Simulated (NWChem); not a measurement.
Species: CH3FO2Si; SMILES F[SiH]1OCO1

```xyz
8

F     -0.4798    -1.8070     0.0000
Si     0.4298    -0.4930     0.0000
O     -0.0145     0.6727    -1.1133
C     -0.3551     1.5273     0.0000
O     -0.0145     0.6727     1.1133
H      1.8258    -0.9602     0.0000
H      0.2609     2.4313     0.0000
H     -1.4232     1.7670     0.0000
```
Atoms are numbered in this order, from 1.

All runs: NWChem. Pople sets run with spherical d functions. Medium grid unless said otherwise, to which SCAN and Minnesota functionals are sensitive. All runs use the structure optimised with B3LYP/6-31G* (spherical d). B3LYP is NWChem's, with the RPA form of VWN correlation.

Task: Order these by “dipole (D)”, lowest first: BP86/6-31G*; r2SCAN0/6-31G*; LC-BLYP (range parameter 0.33 per bohr)/6-31G*.

Result: BP86/6-31G* (1.00), LC-BLYP (range parameter 0.33 per bohr)/6-31G* (1.08), r2SCAN0/6-31G* (1.15)
